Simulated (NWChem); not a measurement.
All runs are NWChem calculations. System: CH₄Be, charge 0, spin multiplicity 1, at a geometry optimised with B3LYP/def2-SVP. The structure started from a generated list of species. Level: TD-B3LYP/6-31G* (spherical d), VWN1-RPA local correlation.

Input file:

```
start mol
memory heap 200 mb stack 900 mb global 1100 mb
geometry units angstroms nocenter noautoz noautosym
  Be     1.002695     0.382208     0.000000
  H      2.246822     0.856404     0.000000
  C     -0.564141    -0.215027     0.000000
  H     -0.775351    -0.843044     0.886072
  H     -0.775351    -0.843044    -0.886072
  H     -1.322054     0.591010     0.000000
end
basis spherical
  * library 6-31g*
end
dft
  xc b3lyp
  semidirect memsize 60000000 filesize 0
  iterations 100
end
tddft
  rpa
  nroots 10
  notriplet
end
task tddft energy
```

Part of the output:

```
             Northwest Computational Chemistry Package (NWChem) 7.3.0
             --------------------------------------------------------

                                NWChem Input Module
                                -------------------

 Scaling coordinates for geometry "geometry" by  1.889725989
 (inverse scale =  0.529177249)

                             Geometry "geometry" -> ""
                             -------------------------

 Output coordinates in angstroms (scale by  1.889725989 to convert to a.u.)

  No.       Tag          Charge          X              Y              Z
 ---- ---------------- ---------- -------------- -------------- --------------
    1 Be                   4.0000     1.00269500     0.38220800     0.00000000
    2 H                    1.0000     2.24682200     0.85640400     0.00000000
    3 C                    6.0000    -0.56414100    -0.21502700     0.00000000
    4 H                    1.0000    -0.77535100    -0.84304400     0.88607200
    5 H                    1.0000    -0.77535100    -0.84304400    -0.88607200
    6 H                    1.0000    -1.32205400     0.59101000     0.00000000

 Effective nuclear repulsion energy (a.u.)      22.8885254618

            Nuclear Dipole moment (a.u.)
            ----------------------------
        X                 Y               Z
 ---------------- ---------------- ----------------
    -0.0000000000    -0.0000075589     0.0000000000


 Summary of "ao basis" -> "" (spherical)
 ------------------------------------------------------------------------------
       Tag                 Description            Shells   Functions and Types
 ---------------- ------------------------------  ------  ---------------------
 *                           6-31g*                   on all atoms

                                 NWChem DFT Module
                                 -----------------

 Summary of "ao basis" -> "ao basis" (spherical)
 ------------------------------------------------------------------------------
       Tag                 Description            Shells   Functions and Types
 ---------------- ------------------------------  ------  ---------------------
 Be                          6-31g*                  6       14   3s2p1d
 H                           6-31g*                  2        2   2s
 C                           6-31g*                  6       14   3s2p1d

 Summary of "ao basis" -> "ao basis" (spherical)
 ------------------------------------------------------------------------------
       Tag                 Description            Shells   Functions and Types
 ---------------- ------------------------------  ------  ---------------------
 Be                          6-31g*                  6       14   3s2p1d
 H                           6-31g*                  2        2   2s
 C                           6-31g*                  6       14   3s2p1d

            General Information
            -------------------
          SCF calculation type: DFT
          Wavefunction type:  closed shell.
          No. of atoms     :     6
          No. of electrons :    14
           Alpha electrons :     7
            Beta electrons :     7
          Charge           :     0
          Spin multiplicity:     1
          Use of symmetry is: off; symmetry adaption is: off
          Maximum number of iterations: 100
          AO basis - number of functions:    36
                     number of shells:    20
          Convergence on energy requested:  1.00D-06
          Convergence on density requested:  1.00D-05
          Convergence on gradient requested:  5.00D-04

              XC Information
              --------------
                         B3LYP Method XC Potential
                     Hartree-Fock (Exact) Exchange  0.200
                        Slater Exchange Functional  0.800 local
                    Becke 1988 Exchange Functional  0.720 non-local
              Lee-Yang-Parr Correlation Functional  0.810
                  VWN I RPA Correlation Functional  0.190 local

             Grid Information
             ----------------
          Grid used for XC integration:  medium
          Radial quadrature: Mura-Knowles
          Angular quadrature: Lebedev.
          Tag              B.-S. Rad. Rad. Pts. Rad. Cut. Ang. Pts.
          ---              ---------- --------- --------- ---------
          Be                  1.05       49           8.0       434
          H                   0.35       45          10.0       434
          C                   0.70       49           8.0       434
          Grid pruning is: on
          Number of quadrature shells:   278
          Spatial weights used:  Erf1

          Convergence Information
          -----------------------
          Convergence aids based upon iterative change in
          total energy or number of iterations.
          Levelshifting, if invoked, occurs when the
          HOMO/LUMO gap drops below (HL_TOL):  1.00D-02
          DIIS, if invoked, will attempt to extrapolate
          using up to (NFOCK): 10 stored Fock matrices.

                    Damping( 0%)  Levelshifting(0.5)       DIIS
                  --------------- ------------------- ---------------
          dE  on:    start            ASAP                start
          dE off:    2 iters        100 iters           100 iters

      Screening Tolerance Information
      -------------------------------
          Density screening/tol_rho:  1.00D-10
          AO Gaussian exp screening on grid/accAOfunc:  14
          CD Gaussian exp screening on grid/accCDfunc:  20
          XC Gaussian exp screening on grid/accXCfunc:  20
[...]
          sigma_e =   1.7224 Angstrom
          sigma_h =   1.5408 Angstrom
         |d_h->e| =   0.5911 Angstrom
            d_exc =   2.3848 Angstrom
            d_CD1 =   0.7727 Angstrom
            d_CD2 =  -1.0405 Angstrom
            d_CD3 =   2.9759 Angstrom
     Pearson C.C. =   0.0006

     Occ.    6  a   ---  Virt.    9  a    0.05947 X
     Occ.    7  a   ---  Virt.    9  a   -0.99622 X
  ----------------------------------------------------------------------------
  Root   3 singlet a              0.303352315 a.u.                8.2546 eV
  ----------------------------------------------------------------------------
     Transition Moments    X -0.39158   Y  1.02737   Z  0.00078
     Transition Moments   XX -2.30007  XY  2.59034  XZ  0.00227
     Transition Moments   YY  2.23938  YZ  0.00091  ZZ  0.06079
     Dipole Oscillator Strength                    0.2444663028
     Electric Quadrupole                           0.0000017637
     Magnetic Dipole                               0.0000035313
     Total Oscillator Strength                     0.2444715977

          sigma_e =   1.7965 Angstrom
          sigma_h =   1.5288 Angstrom
         |d_h->e| =   0.3234 Angstrom
            d_exc =   2.4096 Angstrom
            d_CD1 =   0.5911 Angstrom
            d_CD2 =  -1.3393 Angstrom
            d_CD3 =   2.7329 Angstrom
     Pearson C.C. =  -0.0249

     Occ.    4  a   ---  Virt.   10  a   -0.05174 X
     Occ.    6  a   ---  Virt.    8  a   -0.99186 X
     Occ.    7  a   ---  Virt.    8  a   -0.05484 X
     Occ.    7  a   ---  Virt.   13  a   -0.07700 X
  ----------------------------------------------------------------------------
  Root   4 singlet a              0.303353936 a.u.                8.2547 eV
  ----------------------------------------------------------------------------
     Transition Moments    X  0.00028   Y -0.00073   Z  1.09948
     Transition Moments   XX  0.00163  XY -0.00184  XZ  3.19638
     Transition Moments   YY -0.00159  YZ  1.28348  ZZ -0.00004
     Dipole Oscillator Strength                    0.2444736441
     Electric Quadrupole                           0.0000017637
     Magnetic Dipole                               0.0000035313
     Total Oscillator Strength                     0.2444789390

          sigma_e =   1.7965 Angstrom
          sigma_h =   1.5288 Angstrom
         |d_h->e| =   0.3234 Angstrom
            d_exc =   2.4096 Angstrom
            d_CD1 =   0.5911 Angstrom
            d_CD2 =  -1.3393 Angstrom
            d_CD3 =   2.7329 Angstrom
     Pearson C.C. =  -0.0249

     Occ.    5  a   ---  Virt.   10  a   -0.05175 X
     Occ.    6  a   ---  Virt.    9  a   -0.99186 X
     Occ.    7  a   ---  Virt.    9  a   -0.05484 X
     Occ.    7  a   ---  Virt.   12  a    0.07701 X
  ----------------------------------------------------------------------------
  Root   5 singlet a              0.326676933 a.u.                8.8893 eV
  ----------------------------------------------------------------------------
     Transition Moments    X -0.79746   Y -0.30408   Z -0.00000
     Transition Moments   XX -1.03053  XY -0.43097  XZ -0.00000
     Transition Moments   YY -0.06458  YZ -0.00000  ZZ  0.09982
     Dipole Oscillator Strength                    0.1586378165
     Electric Quadrupole                           0.0000001037
     Magnetic Dipole                               0.0000000000
     Total Oscillator Strength                     0.1586379202

          sigma_e =   2.1682 Angstrom
          sigma_h =   1.3053 Angstrom
         |d_h->e| =   0.2461 Angstrom
            d_exc =   2.5545 Angstrom
            d_CD1 =   1.1090 Angstrom
            d_CD2 =  -1.4906 Angstrom
            d_CD3 =   2.8007 Angstrom
     Pearson C.C. =  -0.0106

     Occ.    4  a   ---  Virt.    8  a   -0.13786 X
     Occ.    5  a   ---  Virt.    9  a   -0.13791 X
     Occ.    6  a   ---  Virt.   10  a   -0.22784 X
     Occ.    7  a   ---  Virt.   10  a   -0.94654 X
     Occ.    7  a   ---  Virt.   11  a   -0.10281 X
  ----------------------------------------------------------------------------
  Root   6 singlet a              0.336552503 a.u.                9.1581 eV
  ----------------------------------------------------------------------------
     Transition Moments    X  0.00000   Y -0.00000   Z -0.00014
     Transition Moments   XX -0.00000  XY  0.00000  XZ  0.00005
     Transition Moments   YY  0.00000  YZ -0.00020  ZZ -0.00000
     Dipole Oscillator Strength                    0.0000000046
     Electric Quadrupole                           0.0000000000
     Magnetic Dipole                               0.0000001613
     Total Oscillator Strength                     0.0000001659

          sigma_e =   1.7475 Angstrom
          sigma_h =   1.1700 Angstrom
         |d_h->e| =   1.8142 Angstrom
            d_exc =   2.7771 Angstrom
            d_CD1 =   2.3917 Angstrom
            d_CD2 =   0.3554 Angstrom
            d_CD3 =   4.5912 Angstrom
     Pearson C.C. =   0.0004

     Occ.    4  a   ---  Virt.    9  a   -0.70637 X
     Occ.    5  a   ---  Virt.    8  a    0.70697 X
  ----------------------------------------------------------------------------
  Root   7 singlet a              0.340052565 a.u.                9.2533 eV
  ----------------------------------------------------------------------------
     Transition Moments    X  0.00008   Y -0.00021   Z -0.19251
     Transition Moments   XX -0.00016  XY  0.00008  XZ  0.42436
     Transition Moments   YY  0.00067  YZ -0.30475  ZZ -0.00051
     Dipole Oscillator Strength                    0.0084013357
     Electric Quadrupole                           0.0000000572
     Magnetic Dipole                               0.0000000131
     Total Oscillator Strength                     0.0084014060

          sigma_e =   1.7420 Angstrom
          sigma_h =   1.1741 Angstrom
         |d_h->e| =   1.8555 Angstrom
            d_exc =   2.7989 Angstrom
            d_CD1 =   2.4233 Angstrom
            d_CD2 =   0.3974 Angstrom
            d_CD3 =   4.6544 Angstrom
     Pearson C.C. =   0.0053

     Occ.    4  a   ---  Virt.    9  a    0.70330 X
     Occ.    5  a   ---  Virt.    8  a    0.70269 X
     Occ.    6  a   ---  Virt.    9  a    0.05220 X
     Occ.    7  a   ---  Virt.   12  a   -0.05848 X
  ----------------------------------------------------------------------------
  Root   8 singlet a              0.340053351 a.u.                9.2533 eV
  ----------------------------------------------------------------------------
     Transition Moments    X -0.06856   Y  0.18001   Z -0.00023
     Transition Moments   XX  0.13629  XY -0.06961  XZ  0.00050
     Transition Moments   YY -0.57211  YZ -0.00036  ZZ  0.43593
     Dipole Oscillator Strength                    0.0084113207
     Electric Quadrupole                           0.0000000571
     Magnetic Dipole                               0.0000000131
     Total Oscillator Strength                     0.0084113909

          sigma_e =   1.7420 Angstrom
          sigma_h =   1.1741 Angstrom
         |d_h->e| =   1.8555 Angstrom
            d_exc =   2.7989 Angstrom
            d_CD1 =   2.4233 Angstrom
            d_CD2 =   0.3974 Angstrom
            d_CD3 =   4.6544 Angstrom
     Pearson C.C. =   0.0053

     Occ.    4  a   ---  Virt.    8  a    0.70299 X
     Occ.    5  a   ---  Virt.    9  a   -0.70299 X
     Occ.    6  a   ---  Virt.    8  a   -0.05223 X
     Occ.    7  a   ---  Virt.   13  a   -0.05849 X
  ----------------------------------------------------------------------------
  Root   9 singlet a              0.359413353 a.u.                9.7801 eV
  ----------------------------------------------------------------------------
     Transition Moments    X -1.02992   Y -0.39259   Z -0.00000
     Transition Moments   XX -0.03003  XY  0.09221  XZ  0.00000
     Transition Moments   YY -0.23659  YZ -0.00000  ZZ -0.27174
     Dipole Oscillator Strength                    0.2910909512
     Electric Quadrupole                           0.0000000063
     Magnetic Dipole                               0.0000000000
     Total Oscillator Strength                     0.2910909575

          sigma_e =   1.8704 Angstrom
          sigma_h =   1.2258 Angstrom
         |d_h->e| =   1.6351 Angstrom
            d_exc =   2.8020 Angstrom
            d_CD1 =   2.2797 Angstrom
            d_CD2 =   0.0870 Angstrom
            d_CD3 =   4.4371 Angstrom
     Pearson C.C. =  -0.0386

     Occ.    4  a   ---  Virt.    8  a    0.67519 X
     Occ.    5  a   ---  Virt.    9  a    0.67518 X
     Occ.    6  a   ---  Virt.   11  a   -0.06290 X
     Occ.    7  a   ---  Virt.   10  a   -0.18001 X
     Occ.    7  a   ---  Virt.   11  a   -0.21224 X
     Occ.    7  a   ---  Virt.   18  a   -0.06159 X
  ----------------------------------------------------------------------------
  Root  10 singlet a              0.372403500 a.u.               10.1336 eV
  ----------------------------------------------------------------------------
     Transition Moments    X -0.38953   Y -0.14844   Z  0.00000
     Transition Moments   XX -4.19784  XY -1.93522  XZ  0.00000
     Transition Moments   YY  0.14152  YZ  0.00000  ZZ  0.87913
     Dipole Oscillator Strength                    0.0431401712
     Electric Quadrupole                           0.0000030995
     Magnetic Dipole                               0.0000000000
     Total Oscillator Strength                     0.0431432708

          sigma_e =   2.1686 Angstrom
          sigma_h =   1.2562 Angstrom
         |d_h->e| =   1.7685 Angstrom
            d_exc =   3.1229 Angstrom
            d_CD1 =   2.6809 Angstrom
            d_CD2 =   0.0561 Angstrom
            d_CD3 =   4.8914 Angstrom
     Pearson C.C. =  -0.0632

     Occ.    4  a   ---  Virt.    8  a   -0.05304 X
     Occ.    5  a   ---  Virt.    9  a   -0.05304 X
     Occ.    6  a   ---  Virt.   10  a    0.96427 X
     Occ.    6  a   ---  Virt.   11  a    0.08993 X
     Occ.    7  a   ---  Virt.   10  a   -0.20400 X
     Occ.    7  a   ---  Virt.   11  a   -0.10981 X

              Target root =      1
          Target symmetry = none
      Ground state energy =    -55.249664563358
        Excitation energy =      0.239602384575
     Excited state energy =    -55.010062178783

  stored tddft:energy   -55.010062178782846

 Task  times  cpu:        9.3s     wall:        9.3s

 Total times  cpu:        9.4s     wall:        9.4s
```
